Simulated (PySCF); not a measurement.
## Ti: excitation energy

Ti [Ar] 3d2 4s2 (3F) → Ti [Ar] 3d4 (5D), as a difference of total energies. Calculation: PySCF 2.14, in def2-TZVPPD; the non-relativistic Hamiltonian (point nucleus). Correlated levels: valence and next inner shell: [Ne] frozen. The calculations carry no spin-orbit coupling.

| method | excitation energy (eV) |
| --- | --- |
| UHF | 4.343 |
| MP2 (valence and next inner shell) | 3.041 |
| SCS-MP2 (valence and next inner shell) | 4.146 |
| CCSD (valence and next inner shell) | 3.658 |
| CCSD(T) (valence and next inner shell) | 3.595 |

How much does correlation contribute at CCSD(T) (valence and next inner shell)?

3.595 − (4.343) = -0.748 eV, measured against UHF.

A first-order spin-orbit estimate (lowest level to lowest level, LS coupling) adds 0.015 eV.
